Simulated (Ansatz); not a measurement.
B₂H₅NSi, SMILES `NB1B[SiH2]1`, relaxed with RKS PBE0-D4/def2-TZVP in Ansatz 0.2.0 from a PBE-D4/def2-SVP geometry. The force threshold is 0.005 eV/Å; the program also tests the step.

The species carries charge 0 and has multiplicity 1.

Start:

```xyz
9

N    -0.977    1.375   -0.873
B    -0.635    0.597    0.210
B    -0.105   -0.332    1.352
Si    1.141   -1.181    0.223
H    -0.808    2.384   -0.901
H    -1.459    1.014   -1.699
H    -0.523   -0.724    2.417
H     1.536   -0.613   -1.116
H     1.830   -2.520    0.386
```

```
        step  energy (eV)  largest force (eV/Å)  largest move (Å)
           1  -10794.7735                 0.666             0.000
           2  -10794.8055                 0.222             0.045
3 (rejected)  -10794.8035                 0.366             0.062
           4  -10794.8075                 0.124             0.031
5 (rejected)  -10794.8018                 0.107             0.100
           6  -10794.8101                 0.051             0.018
7 (rejected)  -10794.8081                 0.061             0.031
           8  -10794.8103                 0.026             0.015
           9  -10794.8103                 0.011             0.003
          10  -10794.8104                 0.002             0.002
          11  -10794.8104                 0.003             0.001
```

End:

```xyz
9

N    -0.976    1.365   -0.859
B    -0.625    0.586    0.206
B    -0.102   -0.334    1.333
Si    1.129   -1.178    0.220
H    -0.790    2.355   -0.891
H    -1.450    1.010   -1.673
H    -0.526   -0.707    2.378
H     1.512   -0.612   -1.103
H     1.826   -2.487    0.389
```

Hardware: 2 threads of an Arm Neoverse V2 on a shared host. Wall time 30 s, peak host memory 0.31 GiB.
